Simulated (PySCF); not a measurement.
CH5ClF2Si2, SMILES C[Si](F)(F)[SiH2]Cl.

The structure is a stationary point at B3LYP-D3(BJ)/def2-SVP. This is a generated structure with no PubChem entry under its InChIKey; it may be hypothetical. The values are those of a single conformer.

Two levels are set side by side: TDA-PBE/def2-SVPD (PySCF) and TDA-ωB97X/def2-SVPD (PySCF). Vertical, same geometry. The lowest singlet is HOMO→LUMO 98 % with PBE and HOMO→LUMO 94 % with the other functional; states are paired by order. Differences are taken from unrounded values.

| quantity | TDA-ωB97X | TDA-PBE | TDA-PBE minus TDA-ωB97X |
|---|---|---|---|
| lowest singlet excitation (eV) | 6.46 | 5.51 | -0.94 |
| lowest triplet excitation (TDA) (eV) | 5.75 | 4.94 | -0.80 |
| first bright state (f over 0.05) (eV) | 8.19 | 7.50 | -0.69 |
| its oscillator strength | 0.12 | 0.13 | 0.01 |

A lower first singlet is the usual sign of a functional without exact exchange. Differences between two approximate levels are no errors against the true value.

Rough cost on one machine, each run with all the roots and properties that it gave: TDA-ωB97X against TDA-PBE about 5 times.
